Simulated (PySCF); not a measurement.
Input of a response calculation (the driver script's job line, then coordinates in Å):

```
{"job": {"kind": "uv", "xc": "wB97X-D", "basis": "def2-SVPD", "nstates": 8, "ntriplets": 3}, "charge": 0, "multiplicity": 1}
N      4.579684    -0.039596     0.635947
C      3.448012    -0.203265     0.686454
C      2.032127    -0.380977     0.704539
Si     1.231089     0.522047    -0.791111
C     -0.583366     0.188653    -0.609333
C     -1.766006    -0.035776    -0.477801
Si    -3.548821    -0.423049    -0.206575
Br    -3.617042    -1.664952     1.645753
H      1.809278    -1.449239     0.669361
H      1.638544     0.013726     1.643229
H      1.704596    -0.065023    -2.045684
H      1.465421     1.963652    -0.691967
H     -4.314614     0.778209     0.086392
H     -4.079580    -1.259644    -1.271368
```

Its output, with some lines taken out ([cut]):

```
coarse grid: 60832 points
cycle   1  E = -3363.1400623512  dE = -2.147e-01  |g| = 6.048e-01  |ddm| = 5.985e+00
cycle   2  E = -3363.0902971734  dE =  4.977e-02  |g| = 8.403e-01  |ddm| = 2.132e+00
cycle   3  E = -3363.2446358191  dE = -1.543e-01  |g| = 1.050e-01  |ddm| = 1.027e+00
cycle   4  E = -3363.2473647941  dE = -2.729e-03  |g| = 3.705e-02  |ddm| = 2.412e-01
cycle   5  E = -3363.2477210507  dE = -3.563e-04  |g| = 1.026e-02  |ddm| = 1.018e-01
cycle   6  E = -3363.2477395625  dE = -1.851e-05  |g| = 5.153e-03  |ddm| = 3.008e-02
cycle   7  E = -3363.2477462731  dE = -6.711e-06  |g| = 1.327e-03  |ddm| = 1.238e-02
final grid: 124984 points
cycle   8  E = -3363.2477780689  dE = -5.803e-07  |g| = 1.688e-03  |ddm| = 1.502e-02
cycle   9  E = -3363.2477771949  dE =  8.740e-07  |g| = 2.546e-03  |ddm| = 6.810e-03
cycle  10  E = -3363.2477787756  dE = -1.581e-06  |g| = 1.057e-04  |ddm| = 3.843e-03
cycle  11  E = -3363.2477787790  dE = -3.376e-09  |g| = 4.453e-05  |ddm| = 3.390e-04
cycle  12  E = -3363.2477787796  dE = -6.121e-10  |g| = 2.775e-05  |ddm| = 1.395e-04
converged SCF energy = -3363.2477787796

Static polarisability (au): isotropic 124.633, principal 90.332 111.765 171.802

Singlet excitations
state   eV       nm        f      main configurations
  1   5.5146    224.8   0.00001   H-2->L 0.64, H-1->L 0.16
  2   5.7785    214.6   0.02859   H->L 0.45, H-2->L+1 0.29, H-4->L 0.09
  3   5.8713    211.2   0.00000   H->L+1 0.55, H-4->L+1 0.17, H-3->L+1 0.11
[cut]
  5   6.4946    190.9   0.04007   H-3->L 0.49, H->L 0.26
  6   7.3878    167.8   0.18056   H-1->L+1 0.85
  7   7.4564    166.3   0.00003   H-3->L+1 0.56, H->L+1 0.27, H-4->L+1 0.09
[cut]

Triplet excitations (Tamm-Dancoff, eV): 4.6728 5.1232 5.1612
```

Computed, not measured: TDDFT wB97X-D/def2-SVPD, vertical, gas phase, core orbitals frozen in the response (PySCF). The structure is a single GFN2-xTB conformer in the gas phase; no vibrational or solvent corrections. The wB97X-D/def2-SVPD calculation is non-relativistic and has no spin–orbit coupling, an omission that weighs most on bromine.

Problem. Restore the lines that were cut, in order.

Solution. 
```
  4   6.3681    194.7   0.00751   H-1->L 0.69, H-2->L 0.17
  8   7.5849    163.5   0.74264   H-2->L+1 0.31, H-3->L 0.28, H->L 0.14
```

Problem. Give the mean polarisability in Å³.

Solution. 124.63 au × 0.148185 = 18.47 Å³.

Problem. What is the gap between the lowest singlet and the lowest triplet?

Solution. 5.5146 − 4.6728 = 0.8418 eV (full response against Tamm–Dancoff).

Problem. What is the polarisability anisotropy, √(½[(α1 − α2)² + (α2 − α3)² + (α3 − α1)²])?

Solution. 73.15 au.

Problem. Which species is it?

Solution. `N#CC[SiH2]C#C[SiH2]Br` (C4H6BrNSi2), point group Cs.

The SCF starts on a coarse grid; the energy jumps when the final grid takes over, and dE counts afresh there. H and L stand for HOMO and LUMO.

Conformer computed: `[N:1]#[C:2][CH2:3][SiH2:4][C:5]#[C:6][SiH2:7][Br:8]`: C2–C3–Si4–C5 180°.

wB97X-D is run here without its empirical dispersion term; that term would change no orbital, density or response property at a fixed geometry.
